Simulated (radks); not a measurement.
Sb16+, configuration [Ar] 3d10 4s2 4p5.

Method: Dirac Kohn-Sham, PBE, spin-unpolarised, spherical densities, finite nucleus; open shells fill j = l - 1/2 first; Fermi nuclear charge, rms radius 4.6802 fm; computed with a radial shooting solver on a logarithmic mesh with Libxc functionals.

Energy parts (eV):
| part | energy |
|---|---|
| total | -173808.986 |
| kinetic | 183579.358 |
| electron-nucleus | -407977.261 |
| Hartree | 54849.727 |
| exchange-correlation | -4260.811 |

Orbitals (lengths in bohr, moments of r in powers of bohr; r(90%) holds 90 % of the orbital's charge):
orbital  occ.  eigenvalue (eV)  r(90%)  small-component weight
1s1/2       2        -30684.93  0.0511                3.52e-02
2s1/2       2        -5008.477   0.189                7.48e-03
2p1/2       2        -4712.420   0.169                7.50e-03
2p3/2       4        -4460.404   0.176                7.14e-03
3s1/2       2        -1288.161   0.482                2.21e-03
3p1/2       2        -1167.479   0.478                2.15e-03
3p3/2       4        -1120.172   0.494                2.06e-03
3d3/2       4        -908.5120   0.470                1.95e-03
3d5/2       6        -898.5705   0.475                1.92e-03
4s1/2       2        -491.5380    1.03                7.44e-04
4p1/2       2        -447.0280    1.06                7.02e-04
4p3/2       3        -435.5367    1.09                6.80e-04
4d3/2       0        -361.5935    1.16                5.95e-04
4d5/2       0        -359.3825    1.16                5.90e-04
5s1/2       0        -255.1138    1.84                3.43e-04

The highest occupied level is 4p3/2 at -435.54 eV. Summed over all electrons, <r^2> = 6.541 bohr^2, which gives a Langevin (diamagnetic) susceptibility term of -5.18 x 10^-6 cm^3/mol.
